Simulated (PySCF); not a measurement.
# How the method moves the HOMO and LUMO of `CC(=C=O)[SiH](Cl)Cl`

Compound: C3H4Cl2OSi.
Geometry (PBE0-D3(BJ)/def2-SVP, Å), atoms numbered from 1 in this order:
```xyz
11
C3H4Cl2OSi angstrom
C      0.075   -1.383    0.610
C      0.416   -0.149   -0.199
C      1.505   -0.017   -0.929
O      2.450    0.143   -1.583
Si    -0.696    1.314   -0.202
Cl    -0.871    2.044    1.719
Cl    -2.578    0.726   -0.801
H     -0.017   -1.127    1.677
H      0.844   -2.161    0.509
H     -0.886   -1.804    0.277
H     -0.204    2.389   -1.095
```

Basis pcSseg-1 throughout (PySCF), one geometry. Geometry: PBE0-D3(BJ)/def2-SVP, one conformer, isolated molecule.

Problem. How do the orbital energies, the gap and the dipole change with the method?

Solution. 
```csv
method,kind,HOMO (eV),LUMO (eV),gap (eV),μ (D),SCF cycles
BLYP,GGA,-6.02,-2.48,3.54,1.33,15
B97-D,GGA,-6.18,-2.56,3.62,1.39,16
KT3,GGA,-6.25,-2.61,3.64,1.38,16
KT2,GGA,-6.27,-2.68,3.58,1.39,16
BP86,GGA,-6.32,-2.76,3.56,1.40,15
B3LYP,global hybrid,-7.18,-1.85,5.33,1.37,14
LC-wPBE,range-separated hybrid,-10.04,0.72,10.76,1.49,15
HF,Hartree–Fock,-10.19,2.44,12.63,1.45,12
```

The HOMO spans 4.16 eV, from BLYP down to HF, and the gap runs from 3.54 eV (BLYP) to 12.63 eV (HF). Over the methods BLYP (0 %), B97-D (0 %), KT3 (0 %), KT2 (0 %), BP86 (0 %), B3LYP (20 %), HF (100 %), a straight line through the gap against the share of exact exchange rises by 0.90 eV for each 10 % (correlation coefficient 1.000). The dipole ranges from 1.33 D (BLYP) to 1.49 D (LC-wPBE). This basis has no diffuse functions.
